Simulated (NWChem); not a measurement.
System: SiH$_{2}$S, singlet; SMILES [SiH]S

```xyz
4

Si     0.0959     1.1547     0.0000
H     -1.4327     1.2525     0.0000
S     -0.0589    -0.9693     0.0000
H      1.2664    -1.2459     0.0000
```
Atoms are numbered in this order, from 1.

Program: NWChem. Low-valent species are run as closed-shell singlets; no triplet was tried in these runs. All runs use the structure optimised with PBE0/def2-SVP. Level: PBE0/def2-SVP with SMD (1 M gas to 1 M solution), gas-phase geometry. Reactions with the solvent are ignored.

**Question.** Estimate the computed values for solvent water. Quantities: solvation free energy (kcal/mol); cavity-dispersion-structure term (kcal/mol); dipole in solution (D).

**Answer.** 
```json
{
  "solvation free energy (kcal/mol)": "-1.1",
  "cavity-dispersion-structure term (kcal/mol)": "0.9",
  "dipole in solution (D)": "1.00"
}
```
